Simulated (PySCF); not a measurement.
## Polarisability and C₆ of W (tungsten, neutral)

[Xe] 4f14 5d5 6s1, high-spin 7S determinant (an excited configuration). Computed with PySCF 2.14 in x2c-TZVPPall with one added diffuse shell each of s, p, d, f type (12s8p8d4f1g, 113 functions), with the spin-free X2C one-electron Hamiltonian (Gaussian nucleus). Coupled (time-dependent) response in atomic units; α is the mean over directions.

| method | mean α (bohr³) | C₆ (like pair) | S(−4) |
| --- | --- | --- | --- |
| PBE | 66.14 | 718.8 | 2463 |

S(−4) is the Cauchy moment in α(ω) = α(0) + S(−4) ω² + …

α(iu) at PBE:

| u (hartree) | α(iu) (bohr³) |
| --- | --- |
| 0 | 66.14 |
| 0.0500 | 60.79 |
| 0.100 | 50.43 |
| 0.200 | 33.60 |
| 0.300 | 23.83 |
| 0.500 | 14.16 |
| 0.750 | 8.912 |
| 1.00 | 6.286 |
| 1.50 | 3.721 |
| 2.00 | 2.493 |
| 3.00 | 1.352 |
| 5.00 | 0.5773 |

A single London oscillator, α(iu) = α/(1 + u²/ω²), gives C₆ = (3/4) ω α². Matching the computed C₆ needs ω = 4 × 718.8 / (3 × 66.14²) = 0.219 hartree.

Spin-orbit coupling, which splits the p, d and f shells strongly at this Z, is absent.
